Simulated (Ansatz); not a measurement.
Input file for Ansatz (a quantum-chemistry and plane-wave program): R-CCSD(T)/aug-cc-pVTZ on H2 (SMILES [H][H]) with ghost functions, monomers drawn apart or pushed together.

Ansatz 0.2 input:
```yaml
crystal:
  periodic: [false, false, false]
  atoms:
    - {symbol: H, position_ang: [-0.08537972, -0.23710554, 3.60060400]}
    - {symbol: H, position_ang: [-0.12697100, -0.36845629, 4.33280518]}
basis:
  gaussian:
    orbitals: aug-cc-pVTZ
    ghost_atoms:
      - {symbol: C, position_ang: [0.17010812, 0.56811623, -0.69665969]}
      - {symbol: N, position_ang: [0.09934828, 0.34565917, 0.42524776]}
      - {symbol: H, position_ang: [0.23595863, 0.77510770, -1.74111715]}
magnetization: {spin_polarized: false}
correlation: {method: ccsd_t, electrons: outside_noble_gas}
scf: {lower_state_search: off}
```

Program output:

```
WARN ansatz: RAYON_NUM_THREADS=1 ignored (pool sized by the plan → 1); use --threads N
Functional definition: HF
these checks for a lower state are left out or cut short: stability, starts, cluster_reference, orbital_swaps, neighbouring_geometries, increment
integrals: 0.43 GiB planned
905 factors; integrals over basis functions are off by at most 1.5e-3 eV
mean field: 0.23 GiB planned
mean field evaluation 1: about -30.7398 eV, gradient 3.6e0 eV
mean field evaluation 2: about -30.7397 eV, gradient 3.6e0 eV
mean field evaluation 4: about -30.8300 eV, gradient 6.7e-2 eV
mean field evaluation 8: about -30.8300 eV, gradient 1.6e-7 eV
mean field -30.83001421 eV, -1.1329821248 hartree, gradient 1.7e-7 eV, S^2 0.000000; 0 other end points of the search recorded, 0 dependent functions left out
reference -30.83001421 eV, -1.1329821248 hartree; 1, 1 occupied and 160, 160 virtual orbitals, 905 factors
second order -0.87123207 eV of doubles, -0.00000000 eV of singles
coupled cluster: 1.21 GiB planned
cycle   1  -1.01354942 eV  change   -1.4e-1 eV  update   2.6e-2
cycle   2  -1.07868990 eV  change   -6.5e-2 eV  update   9.1e-3
cycle   3  -1.07930643 eV  change   -6.2e-4 eV  update   1.1e-3
cycle   4  -1.07941366 eV  change   -1.1e-4 eV  update   1.6e-4
cycle   5  -1.07937371 eV  change    4.0e-5 eV  update   3.5e-5
cycle   6  -1.07936494 eV  change    8.8e-6 eV  update   8.5e-6
cycle   7  -1.07936619 eV  change   -1.2e-6 eV  update   2.2e-6
perturbative correction 0.00000000 eV, 0.0000000000 hartree
Total energy: -31.90938039 eV, -1.1726481005 hartree
Checks for a lower state left out: stability, starts, cluster_reference, orbital_swaps, neighbouring_geometries, increment
```

Self-consistency was reached.

Cost: very roughly 6 core-seconds.
